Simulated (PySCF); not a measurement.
CH6ClNSi3, SMILES [SiH2]1N=C[Si@@H]([SiH2]1)Cl.

Geometry: PBE0-D3(BJ)/def2-SVP. The structure was generated by enumeration; whether it is a known compound was not checked.

Level of theory: PySCF with TDDFT-PBE/def2-SVPD.

Vertical excitations. 

Computed UV-visible absorptions:
```
state  energy (eV)  λ (nm)      f                                                               main pairs
-----  -----------  ------  -----  -----------------------------------------------------------------------
S1            2.98     416  0.001                                                           HOMO→LUMO 99 %
S2            3.91     317  0.001                                                         HOMO→LUMO+1 96 %
S3            4.20     295  0.001                                       HOMO−1→LUMO 78 %, HOMO→LUMO+2 21 %
S4            4.28     290  0.019                                       HOMO→LUMO+2 74 %, HOMO−1→LUMO 20 %
S5            5.06     245  0.002                                                         HOMO−2→LUMO 96 %
S6            5.18     239  0.024                                       HOMO→LUMO+4 57 %, HOMO→LUMO+3 41 %
S7            5.31     234  0.048    HOMO→LUMO+3 40 %, HOMO→LUMO+4 32 %, HOMO−3→LUMO 13 %, HOMO−4→LUMO 9 %
S8            5.34     232  0.012  HOMO−3→LUMO 44 %, HOMO−4→LUMO 25 %, HOMO−1→LUMO+1 13 %, HOMO→LUMO+3 8 %
S9            5.40     230  0.013                                                       HOMO−1→LUMO+1 78 %
S10           5.55     223  0.009                   HOMO−4→LUMO 34 %, HOMO−1→LUMO+2 28 %, HOMO−3→LUMO 23 %
T1            2.44     508      0                                                           HOMO→LUMO 99 %
T2            3.73     332      0                                                         HOMO→LUMO+1 92 %
T3            3.94     315      0                                                         HOMO→LUMO+2 87 %
T4            4.03     308      0                                                         HOMO−1→LUMO 92 %
```
Triplets are in the Tamm–Dancoff approximation, which puts them higher than full response would, so one can lie above its singlet here.
